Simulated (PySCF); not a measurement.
CH8ClNSi3, SMILES [Si@@]1(C[SiH2][SiH2]1)(Cl)N.

Coordinates come from a PBE0-D3(BJ)/def2-SVP optimisation. The structure was generated by enumeration; whether it is a known compound was not checked. One conformer was computed; it need not be the lowest.

Two levels are set side by side: TDA-PBE/def2-SVPD (PySCF) and TDA-LC-ωPBE/def2-SVPD (PySCF). Vertical, same geometry. The lowest singlet is HOMO→LUMO 94 % with PBE and HOMO→LUMO 84 % with the other functional; states are paired by order. Differences are taken from unrounded values.

| quantity | TDA-LC-ωPBE | TDA-PBE | TDA-PBE minus TDA-LC-ωPBE |
|---|---|---|---|
| lowest singlet excitation (eV) | 5.79 | 5.11 | -0.68 |
| lowest triplet excitation (TDA) (eV) | 5.00 | 4.57 | -0.44 |
| first bright state (f over 0.05) (eV) | 6.70 | 5.74 | -0.96 |
| its oscillator strength | 0.22 | 0.07 | -0.16 |

Functionals without exact exchange tend to place singlet excitations lower, as here. Differences between two approximate levels are no errors against the true value.

Rough cost on one machine, each run with all the roots and properties that it gave: TDA-LC-ωPBE against TDA-PBE about 4 times.
